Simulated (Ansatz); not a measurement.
Harmonic frequencies (cm⁻¹) at PBE0-D4/def2-TZVP from Ansatz: 94, 108, 160, 200, 282, 331, 350, 393, 423, 563, 686, 747, 777, 812, 878, 920, 928, 1581, 1931, 1947, 2179, 3604, 3702, 3894.

Each molecule was computed in one conformer, which needn't be the lowest.

Question: Which molecule is it?
A. `[NH2][GaH][O][SiH3]`
B. `B[SiH](F)OC`
C. `CB/N=[CH]\[GaH2]`
D. `N[SiH](O)[GaH2]`

Answer: D.
